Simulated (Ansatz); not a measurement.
`O[SiH2][O][GeH2][OH]` + `CO[SiH2]N` → `CO[SiH2]N[SiH2]O` + `[OH][GeH2][OH]`  (ligand exchange at the Si–O bond)

Gas-phase electronic energies from Ansatz, PBE0-D4/def2-TZVP geometries. CBS: MP2 limit from def2 TZ/QZ plus the TZ coupled-cluster correction, frozen cores. This one scheme is used for every species. DFT in def2-TZVPP. For Ge outer-core shells are correlated without core-valence functions, which leaves a few kJ/mol of doubt a bond. Scalar relativity is left out up to krypton. One conformer a species, not always the lowest.

Q: Is it downhill or uphill in electronic energy at CCSD(T)/CBS, and by how much? (An estimate is asked.)

A: Ansatz gave: Uphill: ΔE = +13.3 kcal/mol.

Q: What do these levels give: r2SCAN-D4, ωB97M-V, B2PLYP, PBE, r2SCAN, MP2/def2-TZVPP, CCSD/def2-TZVPP, CCSD(T)/def2-TZVPP, HF/def2-QZVPP, SCS-MP2/def2-QZVPP, MP2/CBS(def2), CCSD/CBS(def2)? (Best estimate.)

A: The calculation gave: r2SCAN-D4 12.9, ωB97M-V 13.0, B2PLYP 14.6, PBE 12.8, r2SCAN 13.2, MP2/def2-TZVPP 13.3, CCSD/def2-TZVPP 14.1, CCSD(T)/def2-TZVPP 13.4, HF/def2-QZVPP 18.1, SCS-MP2/def2-QZVPP 14.2, MP2/CBS(def2) 13.3, CCSD/CBS(def2) 14.0 kcal/mol.

Largest T1 diagnostic among the species: 0.012.

The D4 term adds −1.9 kcal/mol with B3LYP and −1.1 kcal/mol with PBE0; it sums over pairs of atoms, weighted by their polarisabilities, and B3LYP, whose exchange is more repulsive, gets the larger term. In def2-TZVPP, CCSD(T) changes the Hartree–Fock value by −4.4 kcal/mol (the triples alone add −0.7 kcal/mol) and MP2 by −4.4 kcal/mol.

B3LYP here is the variant with VWN-RPA as its local correlation; programs differ in this.
